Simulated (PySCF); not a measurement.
Molecule: SMILES CCO[C@@]1(C)C=C1F, C₆H₉FO.

Bonds (- single, = double, # triple, : aromatic): C1-C2, C2-O3, O3-C4, C4-C5, C4-C6, C6=C7, C7-F8, C7-C4. C1 carries H9, H10, H11; C2 carries H12, H13; C5 carries H14, H15, H16; C6 carries H17. Stereochemistry as in CCO[C@@]1(C)C=C1F. H12 is pro-R; H13 is pro-S.

Frames of a GFN2-xTB Langevin trajectory at 300 K; GIAO PBE0/pcSseg-1 shieldings in PySCF 2.14, gas phase, non-relativistic; equivalent atoms averaged within each frame.

Shifts are taken against calculated references (same method and geometry level): TMS for 13C (σref 186.93), 1H (σref 31.72); H2O for 17O (σref 336.08); 19F (σref 170.95) vs CFCl3. The references are static minima.

How do the shifts (ppm) fluctuate along the trajectory?

## Answers


| time (fs) | C7 | C6 | C4 | C2 | C5 | C1 | O3 | F8 | H17 | H13 |
| --- | --- | --- | --- | --- | --- | --- | --- | --- | --- | --- |
| 250 | 173.1 | 87.8 | 67.3 | 57.8 | 23.5 | 22.2 | 101.6 | -140.4 | 5.62 | 4.23 |
| 425 | 177.3 | 97.4 | 76.5 | 63.6 | 28.9 | 19.2 | 102.4 | -127.8 | 5.73 | 4.51 |
| 625 | 172.8 | 88.3 | 65.2 | 65.8 | 16.1 | 20.0 | 109.6 | -143.4 | 5.53 | 4.02 |
| 800 | 170.8 | 88.2 | 66.5 | 66.6 | 26.0 | 15.2 | 108.9 | -147.8 | 5.55 | 3.61 |
| 1000 | 179.5 | 104.2 | 85.4 | 68.9 | 32.8 | 21.8 | 95.9 | -118.5 | 6.58 | 4.36 |
| mean of frames | 174.7 | 93.2 | 72.2 | 64.5 | 25.5 | 19.7 | 103.7 | -135.6 | 5.80 | 4.15 |
| standard deviation | 3.6 | 7.4 | 8.6 | 4.2 | 6.3 | 2.8 | 5.7 | 12.1 | 0.44 | 0.35 |

5 frames give an uncertainty of the mean of about the standard deviation over 2.2 at best, since frames this close in time may not be independent; classical motion lacks zero-point vibration, and the reference would need the same averaging.
